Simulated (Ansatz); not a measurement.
Gas-phase electronic energies from Ansatz, PBE0-D4/def2-TZVP geometries. CCSD(T)/CBS is the MP2 limit (def2-TZVPP, def2-QZVPP) plus CCSD(T) − MP2 in def2-TZVPP, frozen cores. This one scheme is used for every species. DFT in def2-TZVPP. B3LYP here is the variant with VWN-RPA as its local correlation; programs differ in this. HSE06 is defined as in plane-wave codes. For Ge outer-core shells are correlated without core-valence functions, which leaves a few kJ/mol of doubt a bond. Scalar relativity is left out up to krypton. Each species was taken in one conformer, which may not be the lowest.

`[OH][GeH]([Cl])[GeH3]` + H₂ → `[Cl][GeH2][GeH3]` + H₂O  (hydrogenolysis of a Ge–O bond)

Problem. Is it downhill or uphill in electronic energy at CCSD(T)/CBS, and by how much? (An estimate is asked.)

Solution. Ansatz gave: Uphill: ΔE = +11.7 kJ/mol.

Problem. What do these levels give: revPBE-D4, ωB97M-V, B3LYP, HSE06, MP2/def2-SVP, CCSD(T)/def2-SVP? (An estimate is asked.)

Solution. Ansatz gave: revPBE-D4 19.3, ωB97M-V 14.2, B3LYP 11.1, HSE06 6.4, MP2/def2-SVP 19.4, CCSD(T)/def2-SVP 12.5 kJ/mol.

Largest T1 diagnostic among the species: 0.012.

Leaving LDA and LC-ωPBE aside and taking each functional with its dispersion term where it has one, the values, not all of them listed here, spread over 13.9 kJ/mol, from PBE0-D4 to BLYP-D4. In def2-TZVPP, CCSD(T) changes the Hartree–Fock value by +11.3 kJ/mol (the triples alone add +4.4 kJ/mol) and MP2 by +17.1 kJ/mol. From PBE to PBE0 (25 % exact exchange), in def2-TZVPP and without D4, ΔE moves by −6.1 kJ/mol.
